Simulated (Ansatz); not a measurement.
Stepwise reaction of `C[Si](C)(O)O` with hydrogen chloride, as a gas-phase model of exchange steps in deposition or etching. ΔE in kJ/mol; ΔG adds harmonic PBE0-D4 terms to CCSD(T)/CBS, at 1 bar.

Gas-phase electronic energies from Ansatz, PBE0-D4/def2-TZVP geometries. CCSD(T)/CBS is the MP2 limit (def2-TZVPP, def2-QZVPP) plus CCSD(T) − MP2 in def2-TZVPP, frozen cores. This one scheme is used for every species. Functionals use def2-TZVPP. B3LYP here is the variant with VWN-RPA as its local correlation; programs differ in this. Each species was taken in one conformer, which may not be the lowest.

```json
{"step": "2", "reaction": "`C[Si](C)(O)Cl` + HCl → `C[Si](C)(Cl)Cl` + H₂O", "PBE-D4": "-4.7", "B3LYP-D4": "2.7", "ωB97M-V": "1.4", "CCSD(T)/CBS": "-1.1", "ΔG(600 K)": "7.4"}
```

Problem. Give the row of step 1, `C[Si](C)(O)O` + HCl → `C[Si](C)(O)Cl` + H₂O. (Best estimate.)

Solution. Computed: 
```tsv
step	reaction	PBE-D4	B3LYP-D4	ωB97M-V	CCSD(T)/CBS	ΔG(600 K)
1	`C[Si](C)(O)O` + HCl → `C[Si](C)(O)Cl` + H₂O	-14.9	-7.8	-8.9	-10.3	-2.8
```

Problem. By hand: ΔE of the 2 steps together at CCSD(T)/CBS.

Solution. (-10.3) + (-1.1) = -11.4 kJ/mol, or -5.7 kJ/mol a step.

In ΔE each step is higher than the one before. ΔG lies between -2.8 and 7.4 kJ/mol a step. PBE-D4 differs from CCSD(T)/CBS by -4.6 to -3.6 kJ/mol a step. Isolated molecules leave out the surface, adducts and barriers. Largest T1 diagnostic: 0.010.
